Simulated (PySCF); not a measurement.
**Pm (promethium, neutral) across methods**

[Xe] 4f5 6s2, one real determinant. Calculation: PySCF 2.14, in x2c-TZVPPall (11s7p7d4f2g, 113 functions); scalar relativity by spin-free X2C-1e.

```tsv
method	E (hartree)	mean ε 4f α (eV)	mean ε 6s α (eV)	mean ε 6s β (eV)	Σ⟨r²⟩ (bohr²)	⟨S²⟩
UHF	-10016.11477	-12.595	-4.872	-4.711	92.56	8.758
PBE	-10019.58	-2.972	-3.572	-3.376	86.47	8.755
r2SCAN	-10019.91	-3.410	-3.676	-3.399	88.17	8.785
PBE0	-10019.55	-5.449	-4.062	-3.883	87.26	8.755
```

Estimate the same row for LDA.

E (hartree) = -10012.06; mean ε 4f α (eV) = -3.056; mean ε 6s α (eV) = -3.713; mean ε 6s β (eV) = -3.515; Σ⟨r²⟩ (bohr²) = 85.17; ⟨S²⟩ = 8.754.

⟨L²⟩ = 24.03 against 30 for a pure H term, so this real determinant mixes terms. Spin-orbit coupling, absent here, splits the open shell strongly.
